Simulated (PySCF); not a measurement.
C₂H₂F₂Si, SMILES C#C[SiH](F)F.

Geometry: PBE-D3(BJ)/def2-SVP.

Computed with M06-2X/def2-TZVP in PySCF.

Symmetry labels are those of the subgroup Cs that the program uses (full group Cs).

Task: List the valence orbital energies around the gap with their symmetry. (Estimate from the structure and the level; the computed values follow.)

Result: 
| orbital | symmetry | energy (eV) |
|---|---|---|
| HOMO−7 | A' | -15.68 |
| HOMO−6 | A' | -15.53 |
| HOMO−5 | A" | -14.61 |
| HOMO−4 | A" | -14.25 |
| HOMO−3 | A' | -14.19 |
| HOMO−2 | A' | -12.15 |
| HOMO−1 | A" | -10.27 |
| HOMO | A' | -10.23 |
| LUMO | A" | -0.10 |
| LUMO+1 | A' | -0.01 |
| LUMO+2 | A' | 2.20 |
| LUMO+3 | A' | 2.28 |
